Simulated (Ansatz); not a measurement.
Coupled-cluster run, CH5BO2Si, SMILES `[SiH3]B1OCO1`.

```yaml
crystal:
  periodic: [false, false, false]
  atoms:
    - {symbol: Si, position_ang: [-1.726320, -0.350333, -0.760232]}
    - {symbol: B, position_ang: [0.095657, -0.001008, 0.027400]}
    - {symbol: O, position_ang: [0.710624, -0.500927, 1.166065]}
    - {symbol: C, position_ang: [1.786903, 0.345603, 0.777561]}
    - {symbol: O, position_ang: [1.124906, 0.833205, -0.384280]}
    - {symbol: H, position_ang: [-2.703549, 0.628791, -0.211243]}
    - {symbol: H, position_ang: [-1.688689, -0.202626, -2.238870]}
    - {symbol: H, position_ang: [-2.185661, -1.721483, -0.416167]}
    - {symbol: H, position_ang: [2.691016, -0.217476, 0.534618]}
    - {symbol: H, position_ang: [1.978215, 1.135054, 1.508050]}
basis:
  gaussian: {orbitals: def2-TZVPP}
correlation: {method: ccsd_t}
```

```sh
$ ansatz run in.yaml --threads 4 --pin off --events-out ev --progress --plain --max-ram 10444MiB
```

The program prints (abridged):

```
Functional definition: HF
1426 factors; integrals over basis functions are off by at most 9.1e-4 eV
mean field evaluation 1: about -13717.6223 eV, gradient 4.1e1 eV
mean field evaluation 2: about -13717.9192 eV, gradient 4.2e1 eV
mean field evaluation 4: about -13721.7535 eV, gradient 3.8e0 eV
mean field evaluation 8: about -13721.8168 eV, gradient 1.2e-1 eV
mean field -13721.81688273 eV, -504.2674694587 hartree, gradient 2.4e-6 eV, S^2 0.000000; 0 other end points of the search recorded, 0 dependent functions left out
9 core orbitals not correlated: weight in the atoms' cores, before any rotation towards them, 1.000 or more for the frozen orbitals, at most 0.000 for the correlated occupied ones
reference -13721.81688273 eV, -504.2674694587 hartree; 14, 14 occupied and 213, 213 virtual orbitals, 1426 factors
second order -23.03640228 eV of doubles, -0.00000000 eV of singles
cycle   1  -23.25031623 eV  change   -2.1e-1 eV  update   1.2e-1
cycle   2  -23.89501330 eV  change   -6.4e-1 eV  update   3.5e-2
cycle   3  -24.04658771 eV  change   -1.5e-1 eV  update   2.0e-2
cycle   4  -24.02352761 eV  change    2.3e-2 eV  update   5.3e-3
cycle   5  -24.02364898 eV  change   -1.2e-4 eV  update   2.6e-3
cycle   6  -24.02474076 eV  change   -1.1e-3 eV  update   6.7e-4
cycle   7  -24.02416026 eV  change    5.8e-4 eV  update   2.5e-4
cycle   8  -24.02411931 eV  change    4.1e-5 eV  update   7.4e-5
cycle   9  -24.02415652 eV  change   -3.7e-5 eV  update   2.7e-5
cycle  10  -24.02415059 eV  change    5.9e-6 eV  update   1.0e-5
perturbative correction -0.96139194 eV, -0.0353305023 hartree
Total energy: -13746.80242526 eV, -505.1856712109 hartree
```

It took 72 s on 4 threads of an Arm Neoverse V2 on a shared host, with 4.4 GiB of host memory at the peak.

The correlation energy is -24.986 eV, 3.8 % of it from (T); the T1 diagnostic reads 0.0153.
